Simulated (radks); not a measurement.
The numbers below are computed, except where a source is named.
Question: The mean radii <r> (bohr) of the occupied orbitals of an atom or ion are listed with their occupations. Code: a radial shooting solver on a logarithmic mesh with Libxc functionals. Model: non-relativistic Kohn-Sham, SCAN, spin-polarised, spherical densities, point nucleus; meta-GGA in the generalised Kohn-Sham scheme.

| orbital | occ. | <r> |
|---|---|---|
| 1s down | 1 | 0.06706 |
| 1s up | 1 | 0.06706 |
| 2s up | 1 | 0.3097 |
| 2s down | 1 | 0.3093 |
| 2p up | 3 | 0.2743 |
| 2p down | 3 | 0.2739 |
| 3p up | 3 | 0.9221 |
| 3p down | 3 | 0.9227 |
| 3d up | 1 | 0.9562 |
| 4f up | 2 | 2.986 |

Name the element and its charge. Open shells, if any, are filled with parallel spins first.

Answer: Z = 23, vanadium, charge +4: V4+ in [Ne] 3p6 3d1 4f2. The 1s radius gives Z: for a bare nucleus <r> = 1.5/Z, 0.06522 bohr for Z = 23, and screening makes it slightly larger (0.06706 here). The occupations add up to 19, and the charge is Z minus that.
